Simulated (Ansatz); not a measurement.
# Relaxing a trial structure of C4H5FOSi

The starting geometry of this gas-phase singlet was optimised with GFN2-xTB; its bonds are those of `O[Si]1(F)C=CC=C1`.

```xyz
12

C    -0.4751    1.2517    0.6649
C     0.8338    1.1558    0.4093
C     1.2569    0.0088   -0.3950
C     0.2918   -0.8267   -0.7930
F    -2.0767   -1.1999    0.9058
O    -2.5848    0.0687   -1.1707
Si   -1.3669   -0.2063   -0.1378
H    -2.4802    0.6352   -1.9290
H    -0.8887    2.0538    1.2517
H     1.5754    1.8600    0.7573
H     2.3044   -0.1156   -0.6287
H     0.4983   -1.7023   -1.3840
```

Task: Predict what it relaxes into with PBE-D3(BJ)/def2-SVP.

Result: It keeps its bonds, and is `O[Si]1(F)C=CC=C1`.

The energy falls by 0.20 eV over 8 steps:

| step | E − E(last) (eV) |
| --- | --- |
| 1 | 0.199 |
| 2 | 0.033 |
| 3 | 0.007 |
| 4 | 0.004 |
| 5 | 0.000 |
| 6 | 0.000 |
| 7 | 0.000 |
| 8 | 0.000 |

Final geometry (Å):

```xyz
12

C    -0.5212    1.2646    0.7052
C     0.7993    1.1698    0.4028
C     1.2324   -0.0040   -0.4211
C     0.2718   -0.8845   -0.8033
F    -2.0483   -1.2279    0.9615
O    -2.5691    0.0946   -1.1992
Si   -1.3421   -0.2166   -0.1097
H    -2.3429    0.6881   -1.9354
H    -0.9378    2.0860    1.3047
H     1.5579    1.9010    0.7323
H     2.3003   -0.1109   -0.6800
H     0.4877   -1.7772   -1.4069
```

The end wasn't checked by frequencies. Run with Ansatz 0.2.0, 37 s on 2 threads of AMD EPYC (Zen 3), on a shared host.
